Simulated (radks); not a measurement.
Removal energies from the bromine ion Br3+, [Ar] 3d10 4s2 4p2, by Delta-SCF beside the eigenvalue of the level emptied. Method: non-relativistic Kohn-Sham, PBE, spin-polarised, spherical densities, point nucleus; computed with a radial shooting solver on a logarithmic mesh with Libxc functionals. Open shells are filled with parallel spins first.

| removed from | final configuration | Delta-SCF (eV) | -eigenvalue (eV) |
|---|---|---|---|
| 4p | [Ar] 3d10 4s2 4p1 | 46.807 | 40.849 |
| 4s | [Ar] 3d10 4s1 4p2 | 58.018 | 51.756 |
| 3d | [Ar] 3d9 4s2 4p2 | 120.47 | 106.28 |
| 3p | [Ne] 3s2 3p5 3d10 4s2 4p2 | 224.06 | 209.72 |
